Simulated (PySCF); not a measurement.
# Dipole response of Sb²⁺ (antimony, charge +2)

[Kr] 4d10 5s2 5p1, 2P determinant. All numbers are calculated (PySCF 2.14, scalar relativity by spin-free X2C-1e, in x2c-QZVPPall with one added diffuse shell each of s, p, d, f type (14s10p8d5f1g, 128 functions)). Coupled (time-dependent) response in atomic units; α is the mean over directions.

```json
{"method": "PBE0", "mean α (bohr³)": "15.82", "α xx, yy, zz": "15.64, 16.17, 15.64", "C₆ (like pair)": "99.85", "S(−4)": "75.10"}
```

S(−4) is the Cauchy moment in α(ω) = α(0) + S(−4) ω² + …

Spin-orbit coupling is absent.

α(iu) at PBE0:

```tsv
u (hartree)	α(iu) (bohr³)
0	15.82
0.0500	15.63
0.100	15.11
0.200	13.35
0.300	11.29
0.500	7.840
0.750	5.286
1.00	3.886
1.50	2.488
2.00	1.796
3.00	1.095
5.00	0.5357
```

A single London oscillator, α(iu) = α/(1 + u²/ω²), gives C₆ = (3/4) ω α². Matching the computed C₆ needs ω = 4 × 99.85 / (3 × 15.82²) = 0.532 hartree.

For an ion, C₆ is the dispersion term alone; charge-induced terms of lower order in 1/R come first.

The components differ because the open shell of this determinant is not spherical; for a pure term their mean is the scalar polarisability.
